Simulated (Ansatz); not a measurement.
One change: `C=[C]([AlH2])[SnH3]` becomes `C=C[C](=C)[AlH2]`.

Ansatz, PBE0-D4/def2-TZVP geometries, multiplicity 1. Each molecule was computed in one conformer, which needn't be the lowest.

Elements past krypton have def2 core potentials.

| property | `C=[C]([AlH2])[SnH3]` |
| --- | --- |
| HOMO energy (B3LYP/def2-TZVPP) / eV | -7.18 |
| HOMO–LUMO gap (B3LYP/def2-TZVPP) / eV | 5.15 |
| HOMO energy (PBE0/def2-TZVPP) / eV | -7.36 |
| LUMO energy (PBE0/def2-TZVPP) / eV | -1.82 |
| size of the dipole moment (B3LYP/def2-TZVPP) / D | 0.82 |
| HOMO–LUMO gap (PBE0/def2-TZVPP) / eV | 5.54 |

(1) Give the same properties after the change, and the shifts. (Best estimate.)

## Answers

(1) The calculation gave: 
| property | `C=C[C](=C)[AlH2]` | shift |
| --- | --- | --- |
| HOMO energy (B3LYP/def2-TZVPP) / eV | -6.73 | 0.45 |
| HOMO–LUMO gap (B3LYP/def2-TZVPP) / eV | 4.90 | -0.25 |
| HOMO energy (PBE0/def2-TZVPP) / eV | -6.95 | 0.41 |
| LUMO energy (PBE0/def2-TZVPP) / eV | -1.62 | 0.20 |
| size of the dipole moment (B3LYP/def2-TZVPP) / D | 0.70 | -0.12 |
| HOMO–LUMO gap (PBE0/def2-TZVPP) / eV | 5.33 | -0.21 |

With PBE0 the HOMO rises by 0.41 eV and the LUMO rises by 0.20 eV, so the gap narrows by about 0.21 eV. PBE moves the HOMO by 0.24 eV and ωB97M-V by 0.42 eV. Dipoles are sizes alone; their direction can turn.

B3LYP here is the variant with VWN-RPA as its local correlation; programs differ in this.
